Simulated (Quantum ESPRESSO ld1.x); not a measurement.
Question: This ld1.x (Quantum ESPRESSO 7.5) run is given with its output. Can the result be used, and if not, why?

```
 &input
    zed=60.0,
    iswitch=1,
    rel=1,
    dft='REVPBE',
    config='[Xe] 4f6',
    prefix='ld1',
    max_out_wfc=37,
    file_charge='ld1.rho',
 /
```

```
     Program LD1 v.7.5 starts

     Message from routine scf:
     warning: convergence not achieved
     --------------------------- All-electron run ----------------------------

     scalar relativistic calculation

     atomic number is 60.00
     dft =REVPBE   lsd =0 sic =0 latt =0  beta=0.20 tr2=1.0E-14
     Exchange-correlation= REVPBE
                           (   1   4   4   4   0   0   0)
     mesh =2089 r(mesh) = 100.44953 a.u. xmin = -8.00 dx = 0.00800
     1 Ry =  13.60569312 eV, c = 137.03599908

     n l     nl                  e(Ry)          e(Ha)          e(eV)
     1 0     1S 1( 2.00)     -3187.0588     -1593.5294    -43362.1434
     2 0     2S 1( 2.00)      -513.1265      -256.5633     -6981.4418
     2 1     2P 1( 6.00)      -458.2998      -229.1499     -6235.4863
     3 0     3S 1( 2.00)      -109.4796       -54.7398     -1489.5459
     3 1     3P 1( 6.00)       -92.1977       -46.0989     -1254.4139
     4 0     4S 1( 2.00)       -19.5277        -9.7638      -265.6877
     4 1     4P 1( 6.00)       -13.8058        -6.9029      -187.8370
     3 2     3D 1(10.00)       -68.2268       -34.1134      -928.2722
     5 0     5S 1( 2.00)         0.1412         0.0706         1.9218
     5 1     5P 1( 6.00)         0.1414         0.0707         1.9245
     4 2     4D 1(10.00)        -5.6594        -2.8297       -76.9998
     4 3     4F 1( 6.00)         0.1424         0.0712         1.9379

     final scf error:  4.8E+02 reached in 201 iterations

     Etot =  -18039.419280 Ry,   -9019.709640 Ha, -245438.802838 eV

     Ekin =   21396.862454 Ry,   10698.431227 Ha,  291119.144348 eV
     Encl =  -45399.729510 Ry,  -22699.864755 Ha, -617694.787580 eV
     Eh   =    6387.208163 Ry,    3193.604082 Ha,   86902.394184 eV
     Exc  =    -423.760387 Ry,    -211.880194 Ha,   -5765.553789 eV
```

Answer: No. The cycle did not converge: no bound state was found for the occupied 4f, 5p, 5s in the last potential (the eigenvalue is printed as zero or positive), so the printed total energy is not to be used.
